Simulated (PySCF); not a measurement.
Isomers of C7H8OP2, one GFN2-xTB conformer each. Single-point energies are computed at PBE0/pcSseg-1 (PySCF, gas phase, no added dispersion term), electronic only.

```csv
SMILES,GFN2-xTB relative energy (kJ/mol)
CC(=O)c1cpc(C)pc1,2.2
CC(=O)c1cpcpc1C,0.0
```

Conformers: `[CH3:1][C:2](=[O:3])[c:4]1[cH:5][p:6][c:7]([CH3:8])[p:9][cH:10]1` with C1–C2–C4–C5 -171°; `[CH3:1][C:2](=[O:3])[c:4]1[cH:5][p:6][cH:7][p:8][c:9]1[CH3:10]` with C1–C2–C4–C5 -79°.

**Question.** What does PBE0/pcSseg-1 give for the same structures?

**Answer.** 
| SMILES | PBE0/pcSseg-1 E (Eh) | PBE0/pcSseg-1 (kJ/mol) | GFN2-xTB (kJ/mol) | point group |
| --- | --- | --- | --- | --- |
| CC(=O)c1cpc(C)pc1 | -1028.73562 | 0.0 | 2.2 | C1 |
| CC(=O)c1cpcpc1C | -1028.72919 | 16.9 | 0.0 | C1 |

GFN2-xTB puts CC(=O)c1cpcpc1C lowest instead. 

**Question.** Which frontier levels, dipoles and rotational constants go with these structures?

**Answer.** 
```json
{"SMILES": "CC(=O)c1cpc(C)pc1", "HOMO (eV, PBE0/pcSseg-1)": "-7.49", "LUMO (eV)": "-2.43", "dipole (D)": "2.49", "A, B, C (MHz)": "2024, 649.1, 495.4"}
{"SMILES": "CC(=O)c1cpcpc1C", "HOMO (eV, PBE0/pcSseg-1)": "-7.31", "LUMO (eV)": "-2.19", "dipole (D)": "2.35", "A, B, C (MHz)": "1498, 810.4, 583.7"}
```
